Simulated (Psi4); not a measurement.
CH₁₂GeOSi₃, singlet, geometry from GFN2-xTB; PBE/def2-TZVPP in Psi4.

Psi4 was given this input:
```
memory 2 GB

molecule {
0 1
C    -2.05601903   -1.16385972   -1.20532937
O    -0.71002651   -0.79915839   -1.29280261
Ge    0.17859426    0.08350672    0.04948670
Si   -1.10563958    2.08145895    0.34062240
Si    2.22456267    0.15359883   -1.14775868
Si    0.00585913   -1.40823478    1.91122128
H    -2.70560313   -0.28919270   -1.08813706
H    -2.23819981   -1.84288688   -0.36484384
H    -2.32379680   -1.67590724   -2.13226312
H    -0.34333222    3.06620704    1.11158457
H    -2.34195171    1.81819429    1.09146165
H    -1.49701680    2.70646050   -0.92613793
H     2.12186575    0.90379008   -2.40150096
H     3.24874146    0.82092150   -0.33134062
H     2.73089739   -1.18620222   -1.45459695
H    -1.31827840   -1.33717981    2.54562253
H     0.23404514   -2.80943190    1.54684341
H     0.98698809   -1.04608378    2.93694141
}

set {
  basis def2-tzvpp
}

energy('pbe')
print_variables()
```

Output, abridged:

```
   => Loading Basis Set <=

    Name: DEF2-TZVPP
    Role: ORBITAL
    Keyword: BASIS

         ---------------------------------------------------------
                                   SCF
               by Justin Turney, Rob Parrish, Andy Simmonett
                          and Daniel G. A. Smith
                              RKS Reference
         ---------------------------------------------------------

  ==> Geometry <==

    Molecular point group: c1
    Full point group: C1

    Geometry (in Angstrom), charge = 0, multiplicity = 1:

       Center              X                  Y                   Z               Mass
    ------------   -----------------  -----------------  -----------------  -----------------
         C           -2.082128873150    -1.172336828522    -1.205039430037    12.000000000000
         O           -0.736136353150    -0.807635498522    -1.292512670037    15.994914619570
         GE           0.152484416850     0.075029611478     0.049776639963    73.921177761000
         SI          -1.131749423150     2.072981841478     0.340912339963    27.976926534650
         SI           2.198452826850     0.145121721478    -1.147468740037    27.976926534650
         SI          -0.020250713150    -1.416711888522     1.911511219963    27.976926534650
         H           -2.731712973150    -0.297669808522    -1.087847120037     1.007825032230
         H           -2.264309653150    -1.851363988522    -0.364553900037     1.007825032230
         H           -2.349906643150    -1.684384348522    -2.131973180037     1.007825032230
         H           -0.369442063150     3.057729931478     1.111874509963     1.007825032230
         H           -2.368061553150     1.809717181478     1.091751589963     1.007825032230
         H           -1.523126643150     2.697983391478    -0.925847990037     1.007825032230
         H            2.095755906850     0.895312971478    -2.401211020037     1.007825032230
         H            3.222631616850     0.812444391478    -0.331050680037     1.007825032230
         H            2.704787546850    -1.194679328522    -1.454307010037     1.007825032230
         H           -1.344388243150    -1.345656918522     2.545912469963     1.007825032230
         H            0.207935296850    -2.817909008522     1.547133349963     1.007825032230
         H            0.960878246850    -1.054560888522     2.937231349963     1.007825032230

  Running in c1 symmetry.

  Rotational constants: A =      0.03771  B =      0.03460  C =      0.02968 [cm^-1]
  Rotational constants: A =   1130.39002  B =   1037.39267  C =    889.83077 [MHz]
  Nuclear repulsion =  782.949825107990705

  Charge       = 0
  Multiplicity = 1
  Electrons    = 100
  Nalpha       = 50
  Nbeta        = 50

  ==> Algorithm <==

  SCF Algorithm Type is DF.
  DIIS enabled.
  MOM disabled.
  Fractional occupation disabled.
  Guess Type is SAD.
  Energy threshold   = 1.00e-06
  Density threshold  = 1.00e-06
  Integral threshold = 1.00e-12

  ==> Primary Basis <==

  Basis Set: DEF2-TZVPP
    Blend: DEF2-TZVPP
    Number of shells: 152
    Number of basis functions: 404
    Number of Cartesian functions: 451
    Spherical Harmonics?: true
    Max angular momentum: 3

  ==> DFT Potential <==

   => LibXC <=

    Version 7.1.2
    S. Lehtola, C. Steigemann, M. J. T. Oliveira, and M. A. L. Marques,  SoftwareX 7, 1–5 (2018) (10.1016/j.softx.2017.11.002)

   => Composite Functional: PBE <=

    PBE GGA Exchange-Correlation Functional

    J.P. Perdew et. al., Phys. Rev. Lett., 77(18), 3865-3868, 1996

    Deriv               =              1
    GGA                 =           TRUE
    Meta                =          FALSE

    Exchange Hybrid     =          FALSE
    MP2 Hybrid          =          FALSE

   => Exchange Functionals <=

    1.0000     XC_GGA_X_PBE

   => Correlation Functionals <=

    1.0000     XC_GGA_C_PBE

   => LibXC Density Thresholds  <==

    XC_GGA_C_PBE:  1.00E-12
    XC_GGA_X_PBE:  1.00E-15

[...]
    wK tasked:                   No
    Algorithm:                 Core
    Schwarz Cutoff:           1E-12
    Mask sparsity (%):      16.9456
    Fitting Condition:        1E-10

   => Auxiliary Basis Set <=

  Basis Set: (DEF2-TZVPP AUX)
    Blend: DEF2-UNIVERSAL-JKFIT
    Number of shells: 296
    Number of basis functions: 1018
    Number of Cartesian functions: 1258
    Spherical Harmonics?: true
    Max angular momentum: 5

  Minimum eigenvalue in the overlap matrix is 4.9058004442E-04.
  Reciprocal condition number of the overlap matrix is 6.4556703134E-05.
    Using symmetric orthogonalization.

  ==> Pre-Iterations <==

  SCF Guess: Superposition of Atomic Densities via on-the-fly atomic UHF (no occupation information).

   -------------------------
    Irrep   Nso     Nmo
   -------------------------
     A        404     404
   -------------------------
    Total     404     404
   -------------------------

  ==> Iterations <==

                           Total Energy        Delta E     RMS |[F,P]|

   @DF-RKS iter SAD: -3061.49487775574744   -3.06149e+03   0.00000e+00
   @DF-RKS iter   1: -3063.09087693812808   -1.59600e+00   8.28737e-03 ADIIS/DIIS
   @DF-RKS iter   2: -2998.12211423493363    6.49688e+01   3.18270e-02 ADIIS/DIIS
   @DF-RKS iter   3: -3064.75733188373124   -6.66352e+01   2.57340e-03 ADIIS/DIIS
   @DF-RKS iter   4: -3064.71308175939976    4.42501e-02   2.27516e-03 ADIIS/DIIS
   @DF-RKS iter   5: -3065.16643300714532   -4.53351e-01   4.82294e-04 ADIIS/DIIS
   @DF-RKS iter   6: -3065.17565944184207   -9.22643e-03   3.61234e-04 ADIIS/DIIS
   @DF-RKS iter   7: -3065.18324594653586   -7.58650e-03   8.35753e-05 DIIS
   @DF-RKS iter   8: -3065.18371497799853   -4.69031e-04   1.59122e-05 DIIS
   @DF-RKS iter   9: -3065.18373911398703   -2.41360e-05   4.80686e-06 DIIS
   @DF-RKS iter  10: -3065.18374106215833   -1.94817e-06   1.25230e-06 DIIS
   @DF-RKS iter  11: -3065.18374122611704   -1.63959e-07   3.00996e-07 DIIS
  Energy and wave function converged.

  ==> Post-Iterations <==

   Electrons on quadrature grid:
      Ntotal   =  100.0000562550 ; deviation = 5.626e-05

    Orbital Energies [Eh]
    ---------------------

    Doubly Occupied:

[...]
    Virtual:

[...]
    Final Occupation by Irrep:
              A
    DOCC [    50 ]
    NA   [    50 ]
    NB   [    50 ]

  @DF-RKS Final Energy: -3065.18374122611704

   => Energetics <=

    Nuclear Repulsion Energy =            782.9498251079907050
    One-Electron Energy =               -5823.3207524649787956
    Two-Electron Energy =                2134.5776650098528080
    DFT Exchange-Correlation Energy =    -159.3904788789816109
    Empirical Dispersion Energy =           0.0000000000000000
    VV10 Nonlocal Energy =                  0.0000000000000000
    Total Energy =                      -3065.1837412261170357

Computation Completed

Properties will be evaluated at   0.000000,   0.000000,   0.000000 [a0]

Properties computed using the SCF density matrix

 Multipole Moments:

 ------------------------------------------------------------------------------------
     Multipole            Electronic (a.u.)      Nuclear  (a.u.)        Total (a.u.)
 ------------------------------------------------------------------------------------

 L = 1.  Multiply by 2.5417464519 to convert [e a0] to [Debye]
 Dipole X            :          4.8294528           -4.9340451           -0.1045923
 Dipole Y            :          1.6882634           -1.6019404            0.0863230
 Dipole Z            :          0.1770787            0.0547914            0.2318702
 Magnitude           :                                                    0.2686168

 ------------------------------------------------------------------------------------

  Variable Map:
  ----------------------------------------------------------------------------
[...]
  Array Variable Map:
  ----------------------------------------------------------------------------
[...]
[...]
```
